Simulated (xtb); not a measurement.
La(OH) (HLaO), SMILES [OH][La]. All values are semi-empirical tight-binding results from xtb (GFN2-xTB unless named), good for trends rather than for accurate numbers. The structure is a stationary point at GFN2-xTB. The spin state was assumed, not searched.

Optimised geometry:

Bonded distances (Å): La1–O2 2.349, O2–H3 0.963. Angles (°): La1–O2–H3 180.0.
Charge 0, spin multiplicity 1.

For metal compounds this method's bond lengths and energies can be far off.

The point group as xtb finds it is C∞v. The orbital gap is 1.17 eV and the zero-point energy comes out as 6.3 kcal/mol. The G − E(el) at 298.15 K (modified RRHO) comes out as -9.3 kcal/mol.

Computed atomic charges and the Wiberg bond orders between heavy atoms:
charges (e) La1 0.55, O2 -0.75, H3 0.20. Bond orders La1–O2 0.81.
